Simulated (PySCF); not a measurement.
Computed, not measured: delta-SCF UKS SCAN, pcX-2 on the ionised atom, pcseg-1 elsewhere, spin-free X2C (PySCF). Geometries: PBE0-D3(BJ)/def2-SVP; isolated species, one conformer each. Kα1 is taken as the energy difference of the 1s-hole and 2p3/2-hole states at the ground state's geometry. The 2p values add to the ΔSCF energy of one spin-free hole a correction within the shell (spin–orbit coupling, ligand field).

```
                                                     site  Si 2p3/2 (eV)
Si5 in `[CH3:1][O:2][C:3](=[O:4])[SiH2:5][SiH2:6][NH2:7]`         106.46
                          Si2 in `[SiH3:1][SiH2:2][Br:3]`         107.49
             Si3 in `[CH3:1][CH2:2][SiH2:3][O:4][SiH3:5]`         107.11
```

Problem. What are the Si 1s binding energies, and the Kα1 emission energies that follow?

Solution. 
```
                                                     site       bonded to  1s (eV)  2p3/2 (eV)  Kα1 = 1s − 2p3/2 (eV)
Si5 in `[CH3:1][O:2][C:3](=[O:4])[SiH2:5][SiH2:6][NH2:7]`   C, 2 H and Si  1846.15      106.46                1739.69
             Si3 in `[CH3:1][CH2:2][SiH2:3][O:4][SiH3:5]`    O, C and 2 H  1847.04      107.11                1739.93
                          Si2 in `[SiH3:1][SiH2:2][Br:3]`  Br, 2 H and Si  1847.30      107.49                1739.81
```

Ranges: 1s 1.15 eV, 2p3/2 1.03 eV, Kα1 0.24 eV. A straight-line fit of 1s on 2p3/2 has slope 1.15.
